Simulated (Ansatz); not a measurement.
Cost and result for the atomization energy of CH7NSSi (`NC([SiH3])S`) (11 atoms, 10 bonds).

```xyz
11

N    -0.7563    0.7441    1.0967
C     0.2120   -0.1891    0.5563
Si   -0.1990   -0.6233   -1.2382
S     1.8875    0.4996    0.6178
H    -1.6829    0.3340    1.1198
H    -0.5043    1.0239    2.0379
H     0.3296   -1.1224    1.1307
H     0.6711   -1.7374   -1.6905
H     0.0119    0.5770   -2.0862
H    -1.6258   -1.0468   -1.3429
H     1.6560    1.5403   -0.2014
```

The species carries charge 0 and has multiplicity 1. All single points use the PBE0-D4/def2-TZVP geometry. It is one conformer, not always the lowest. Program: Ansatz. All runs use 4 threads of an Arm Neoverse N1 on a shared host. Times are those of one run each, without the atoms' runs, and a repeat can differ threefold. Electronic energies, without spin–orbit coupling; frozen cores. CCSD(T)/CBS adds CCSD(T) − MP2 in def2-TZVPP to the MP2 limit, and its time is that of the two runs behind it. T1 = 0.011. B3LYP takes the VWN-RPA correlation (the form of Gaussian; ORCA's B3LYP/G).

CCSD(T)/CBS is a level of theory with its own doubt, some kJ/mol a heavy atom from the limit and from the frozen cores, so smaller differences don't rank the functionals.

```json
{"level": "PBE-D4/def2-TZVPP (with forces)", "functions": "244", "wall time": "3.7 s"}
{"level": "PBE0-D4/def2-TZVPP", "functions": "244", "wall time": "4.5 s"}
{"level": "B3LYP-D4/def2-TZVPP (with forces)", "functions": "244", "wall time": "7 s"}
{"level": "r2SCAN-D4/def2-TZVPP (with forces)", "functions": "244", "wall time": "7.5 s"}
{"level": "B2PLYP/def2-TZVPP", "functions": "244", "wall time": "8 s"}
{"level": "ωB97X-V/def2-TZVPP", "functions": "244", "wall time": "12 s"}
{"level": "ωB97M-V/def2-TZVPP (with forces)", "functions": "244", "wall time": "17 s"}
{"level": "MP2/def2-QZVPP", "functions": "464", "wall time": "30 s"}
{"level": "CCSD(T)/def2-TZVPP", "functions": "244", "wall time": "2.4 min"}
{"level": "CCSD(T)/CBS(def2)", "functions": "–", "wall time": "2.9 min"}
```

(1) What atomization energy does each give, and how far from CCSD(T)/CBS? (An estimate is asked.)

## Answers

(1) Computed: 
| level | atomization (kJ/mol) | difference from CCSD(T)/CBS | per bond |
| --- | --- | --- | --- |
| PBE-D4/def2-TZVPP (with forces) | 3597.4 | 41.1 | 4.1 |
| PBE0-D4/def2-TZVPP | 3544.7 | -11.6 | -1.2 |
| B3LYP-D4/def2-TZVPP (with forces) | 3557.7 | 1.4 | 0.1 |
| r2SCAN-D4/def2-TZVPP (with forces) | 3543.7 | -12.6 | -1.3 |
| B2PLYP/def2-TZVPP | 3502.5 | -53.8 | -5.4 |
| ωB97X-V/def2-TZVPP | 3579.3 | 23.0 | 2.3 |
| ωB97M-V/def2-TZVPP (with forces) | 3573.6 | 17.3 | 1.7 |
| MP2/def2-QZVPP | 3527.3 | -29.0 | -2.9 |
| CCSD(T)/def2-TZVPP | 3449.3 | -107.0 | -10.7 |
| CCSD(T)/CBS(def2) | 3556.3 | 0.0 | 0.0 |

The D4 term adds +39.5 kJ/mol with B3LYP and +20.5 kJ/mol with PBE0; it sums over pairs of atoms, weighted by their polarisabilities, and B3LYP, whose exchange is more repulsive, gets the larger term. In def2-TZVPP, CCSD(T) changes the Hartree–Fock value by +945.6 kJ/mol (the triples alone add +50.9 kJ/mol) and MP2 by +960.1 kJ/mol; breaking electron pairs costs correlation energy, which Hartree–Fock lacks. From PBE to PBE0 (25 % exact exchange), in def2-TZVPP and without D4, the atomization energy moves by −48.9 kJ/mol: exact exchange takes away binding that semilocal exchange gives to molecules.
